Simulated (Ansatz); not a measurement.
C$_{5}$H$_{6}$AuNS, SMILES `[SH][Au-][n+]1ccccc1`, 14 atoms. The species carries charge 0 and has multiplicity 1. Correlated methods include outer-core shells of Au, which these sets cover unevenly. Au: def2 effective core potential. All runs use 2 threads of an AMD EPYC 7R13 on a shared host and a share of an NVIDIA H100 80 GB. Correlated methods freeze the cores. Open-shell runs search over several starts.

How many basis functions does each run have, and how long does it take in Ansatz? RKS PBE0-D4/def2-TZVP frequencies; UHF-MP2/def2-TZVPP energy of the cation; UKS r2SCAN-D4/def2-TZVPP energy of the cation; RKS PBE0-D4/def2-TZVP relaxation (17 steps); RKS PBE0-D4/def2-SVP energy; UKS PBE-D4/def2-TZVPP energy of the cation; RKS ωB97M-V/def2-QZVPP energy; direct RPA on PBE orbitals/def2-TZVPP energy; UKS ωB97M-V/def2-TZVPP energy of the cation; RHF-MP2/def2-QZVPP energy; RKS B3LYP-D4/def2-TZVPP energy and forces; RKS ωB97M-V/def2-SVP energy. (Best estimate.)

Computed: Other jobs shared the machine, so times are rough.

| level | job | functions | wall time | peak host memory (GiB) |
| --- | --- | --- | --- | --- |
| RKS PBE0-D4/def2-SVP | energy | 164 | 2.7 s | 0.83 |
| RKS ωB97M-V/def2-SVP | energy | 164 | 4.3 s | 0.94 |
| direct RPA on PBE orbitals/def2-TZVPP | energy | 368 | 5.5 s | 1.7 |
| RKS B3LYP-D4/def2-TZVPP | energy and forces | 368 | 5.5 s | 0.99 |
| RHF-MP2/def2-QZVPP | energy | 680 | 7 s | 1.3 |
| UKS r2SCAN-D4/def2-TZVPP | energy of the cation | 368 | 7.5 s | 1.1 |
| UHF-MP2/def2-TZVPP | energy of the cation | 368 | 7.5 s | 0.91 |
| UKS PBE-D4/def2-TZVPP | energy of the cation | 368 | 8 s | 0.99 |
| RKS ωB97M-V/def2-QZVPP | energy | 680 | 8.5 s | 1.4 |
| UKS ωB97M-V/def2-TZVPP | energy of the cation | 368 | 10 s | 1.3 |
| RKS PBE0-D4/def2-TZVP | relaxation (17 steps) | 299 | 60 s | 0.98 |
| RKS PBE0-D4/def2-TZVP | frequencies | 299 | 110 s | 0.97 |

B3LYP here is the variant with VWN-RPA as its local correlation; programs differ in this.
